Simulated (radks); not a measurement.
All-electron atom: Ba VII in [Kr] 4d10 5s1 5p3 (not the ground configuration).

Calculated with a radial shooting solver on a logarithmic mesh with Libxc functionals: scalar-relativistic Kohn-Sham, PBE, spin-polarised, spherical densities, finite nucleus; open shells are filled with parallel spins first (spin-orbit coupling, left out, can overturn this in heavy ions); Fermi nuclear charge, rms radius 4.8378 fm.

Energy parts (hartree):
part                       energy
total                  -8126.2178
kinetic                 8578.3450
electron-nucleus      -19530.7565
Hartree                 3021.5408
exchange-correlation    -195.3472

Orbitals (lengths in bohr, moments of r in powers of bohr; r(max) is where P^2 peaks):
orbital  occ.  eigenvalue (hartree)   r(max)      <r>
1s up       1             -1371.876  0.01643  0.02558
1s down     1             -1371.864  0.01643  0.02558
2s up       1             -219.1028  0.09288   0.1098
2s down     1             -219.0968  0.09288   0.1098
2p up       3             -196.7636  0.07463  0.09619
2p down     3             -196.7546  0.07463  0.09619
3s up       1             -48.35379   0.2663   0.2919
3s down     1             -48.34376   0.2663   0.2919
3p up       3             -41.19038   0.2605   0.2899
3p down     3             -41.17927   0.2606   0.2899
3d up       5             -30.78435   0.2151   0.2665
3d down     5             -30.77378   0.2151   0.2665
4s up       1             -11.59530   0.6243   0.6727
4s down     1             -11.57097   0.6247   0.6722
4p up       3              -9.27924   0.6527   0.7136
4p down     3              -9.25253   0.6530   0.7121
4d up       5              -5.91179   0.6932   0.7941
4d down     5              -5.87403   0.6929   0.7884
5s up       1              -3.64621    1.420    1.515
5s down     0              -3.47229    1.408    1.505
5p up       3              -2.99822    1.560    1.672
5p down     0              -2.81655    1.552    1.668

The highest occupied level is 5p up at -81.586 eV. The configuration is held as typed, so some empty levels lie below it. The density falls to 0.001 e/bohr^3 at r = 3.10 bohr. The spin density at the nucleus is 159.9 e/bohr^3 (1s -0.5, 2s 0.5, 3s 0.2, 4s 0.2, 5s 159.5). The electron density at the nucleus is 3.342e+05 e/bohr^3 (large components only). Summed over all electrons, <r^2> = 25.35 bohr^2, which gives a Langevin (diamagnetic) susceptibility term of -20.1 x 10^-6 cm^3/mol. Spin moment in Bohr magnetons: 4.
